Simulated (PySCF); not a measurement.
Molecule: C4H6S, SMILES C#CCCS. Atoms near the plane z = 0.6 Å, at the GFN2-xTB optimised geometry (x, y, z in Å): C1 (1.6, -0.7, 0.0), C2 (0.4, -0.7, 0.0), C3 (-1.0, -0.7, 0.0), C4 (-1.6, 0.7, 0.0), S5 (-1.2, 1.6, 1.6), H6 (2.7, -0.7, 0.0), H8 (-1.4, -1.3, 0.9), H10 (-2.7, 0.7, -0.1), H11 (0.1, 1.4, 1.5).

Calculation: PBE/def2-TZVP (PySCF). The values are rescaled to run from 0 to 1.

```
|000000000000000000000000000|
|000000000000000000000000000|
|000000000000000000000000000|
|000000000121000000000000000|
|000000014565300000000000000|
|000000136777420000000000000|
|000000136887520000000000000|
|000000025776421000000000000|
|000000014775433100000000000|
|000000025775344100000000000|
|000145446885221000000000000|
|000378866774100013210000000|
|000388865562001466443310000|
|000155423563236787678861000|
|000000002564566887789983000|
|000000016886676886789994000|
|000000059997566887678972000|
|000000169997236777555520000|
|000000058984113565321100000|
|000000014641001343210000000|
|000000000100000111000000000|
|000000000000000000000000000|
|000000000000000000000000000|
|000000000000000000000000000|
|000000000000000000000000000|
|000000000000000000000000000|
|000000000000000000000000000|
```
Scale: ten equal steps from 0.000 (start of '0') to 1.00 (end of '9'), in the order '0123456789'; x runs from -5.00 to 5.00, y from -5.00 (bottom) to 5.00 (top).

Task: Which quantity is mapped?
A) an orbital amplitude
B) electrostatic potential
C) deformation density (molecule minus spherical neutral atoms)
D) electron localisation function

Result: D, electron localisation function
